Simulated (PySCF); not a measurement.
Compound: C₅H₈FOP.
Atom-mapped SMILES: `[CH3:1][P@@:2]1(=[O:3])[CH:4]=[C:5]([F:6])[CH2:7][CH2:8]1`

Cartesian coordinates in Å at the GFN2-xTB level; atoms count from 1:
```
atom  x, y, z in Å
C1    -2.094   -0.175   -0.258
P2    -0.705    0.204    0.875
O3    -1.134    0.692    2.188
C4     0.400   -1.234    0.825
C5     1.401   -0.986   -0.005
F6     2.388   -1.857   -0.265
C7     1.463    0.314   -0.747
C8     0.490    1.267   -0.055
H9    -2.708   -0.941    0.212
H10   -1.749   -0.518   -1.227
H11   -2.690    0.729   -0.365
H12    0.276   -2.134    1.400
H13    2.487    0.694   -0.750
H14    1.176    0.141   -1.788
H15   -0.009    1.942   -0.750
H16    1.000    1.873    0.697
```

Definitions: NICS(0) = −σiso at the ring centroid; NICS(1) = −σiso and NICS(1)zz = −σzz at ±1 Å along the ring normal z. Level: GIAO PBE0/pcSseg-1 (PySCF, non-relativistic, gas phase) on the GFN2-xTB geometry, one conformer.

Ring bond lengths (Å), with Mayer bond orders in brackets: P2–C4 1.814 (0.85), C4–C5 1.324 (1.80), C5–C7 1.498 (1.04), C7–C8 1.527 (1.00), C8–P2 1.850 (0.89).

Q: What do the NICS probes read (ppm)?

A: 
| ring | type | NICS(0) | NICS(1), two faces | NICS(1)zz, two faces | rms pucker (Å) | centre to ring atoms, mean (Å) |
| --- | --- | --- | --- | --- | --- | --- |
| P2–C4–C5–C7–C8 | 5-membered ring with P; formal bonds 1 double, 4 single | -5.2 | -3.1 / -4.1 | -1.6 / -2.9 | 0.10 | 1.35 |

Q: What do they say, and how far can they be read as aromaticity?

A: 
- P2–C4–C5–C7–C8: mean NICS(1)zz -2.3 ppm, near zero. P2, C7, C8 have four or more neighbours; no verdict on aromaticity is drawn.

Q: At the second NICS(1) probe listed for ring P2–C4–C5–C7–C8, 1 Å off the ring, how large is the induced field along the normal in 7.05 T applied along it?

A: NICSzz × B0 = -2.9 ppm × 7.05 T = -20 μT, against the applied field.

Q: What are the shieldings of the ring atoms and their hydrogens in the same run (means over atoms taken as equivalent)?

A: 
```json
{"atoms": "P2", "environment": "phosphoryl phosphorus", "σ isotropic (ppm)": "291.1"}
{"atoms": "C4", "environment": "alkene CH carbon", "σ isotropic (ppm)": "77.2"}
{"atoms": "C5", "environment": "vinylic C–F carbon", "σ isotropic (ppm)": "4.1"}
{"atoms": "C7", "environment": "allylic carbon", "σ isotropic (ppm)": "156.5"}
{"atoms": "C8", "environment": "sp3 carbon bound to phosphorus", "σ isotropic (ppm)": "153.9"}
{"atoms": "H12", "environment": "vinylic hydrogen", "σ isotropic (ppm)": "26.04"}
{"atoms": "H13", "environment": "methylene hydrogen", "σ isotropic (ppm)": "29.14"}
{"atoms": "H14", "environment": "methylene hydrogen", "σ isotropic (ppm)": "29.31"}
{"atoms": "H15", "environment": "methylene hydrogen", "σ isotropic (ppm)": "29.79"}
{"atoms": "H16", "environment": "methylene hydrogen", "σ isotropic (ppm)": "29.56"}
```
